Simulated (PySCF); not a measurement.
Gas-phase reaction: 4 GaH + 4 CH₃NH₂ + C₄H₈ (isobutene) → 4 Ga(CH₃)₂NH₂

Computed with PySCF and rigid-rotor harmonic-oscillator thermochemistry at 1 bar. † marks an energy on the PBE0/def2-TZVP geometry and frequencies; other levels use their own. MP2 and CCSD(T) freeze the core. 6-31G* has spherical d functions here. All species are closed-shell singlets. B3LYP is the form with VWN-RPA correlation. Ga: all electrons, no relativistic terms. Methyl groups turn as free rotors in Ga(CH₃)₂NH₂. GaH, Ga(CH₃)₂NH₂: computed as isolated molecules; such fragments, hydroxides, amides, oligomers or adducts are transient or little studied in the gas. MP2 isn't extrapolated to the basis-set limit; its ΔH°(298 K) is -1037.0 kJ in def2-SVP and -1147.6 kJ in def2-TZVPP. CCSD(T) isn't extrapolated to the basis-set limit. The harmonic model lacks anharmonicity and excited electronic states, which grow with temperature; levels with a mode under 35 cm⁻¹ are left out. Internal rotation in CH₃NH₂, C₄H₈ (isobutene) is treated as a harmonic vibration of one conformer, which makes the entropy rough.

```csv
level,"ΔE electronic, kJ","ΔH°(298 K), kJ","ΔS°(298 K), J/K","ΔG°(2500 K), kJ"
B3LYP/6-31G*,-773,-761,-615,625
B3LYP/def2-TZVP†,-848,-839,-627,574
CCSD(T)/def2-SVP†,-912,-902,-627,511
HF/def2-TZVP†,-791,-781,-627,632
MP2/def2-SVP†,-1047,-1037,-627,376
MP2/def2-TZVPP†,-1157,-1148,-627,266
PBE/def2-SVP,-919,-906,-619,488
PBE/def2-TZVP†,-934,-924,-627,489
PBE0/def2-QZVP†,-975,-965,-627,448
r2SCAN/def2-TZVP†,-1059,-1049,-627,364
```
ΔH° is lowest at MP2/def2-TZVPP† and highest at B3LYP/6-31G*. No reference value is set beside these.
